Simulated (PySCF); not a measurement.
# Cost of excited-state runs on `InChI=1S/C6H7N/c1-4-5-6-7(2)3/h1H,2-3H3`

Mapped SMILES: `[CH:1]#[C:2][C:3]#[C:4][N:5]([CH3:6])[CH3:7]`; H(Xn) means a hydrogen on atom n.

PySCF with density fitting, on 1 thread of an Intel Xeon Platinum 8488C, shared host. Command: `OMP_NUM_THREADS=1 python excited_run.py task.json out`

How long does each of these runs take, and how much memory?
- first hyperpolarisability, PBE0/def2-SVPD; wavelengths [1550, 1064, 694.3] nm; writes grids
- excited states, PBE0/def2-TZVP; Tamm-Dancoff; spin-orbit couplings; 6 states; 4 triplets; quadratic response for 4 states; writes grids
- excited states, CAM-B3LYP/def2-SVPD; two-photon moments; 6 states; quadratic response for 5 states; 0 triplets


```csv
run,level,basis functions,wall time,peak memory (GiB)
first hyperpolarisability,PBE0/def2-SVPD,196,28 s,0.8
excited states,PBE0/def2-TZVP,259,41 s,0.9
excited states,CAM-B3LYP/def2-SVPD,196,31 s,0.85
```
Times from a shared host are rough.
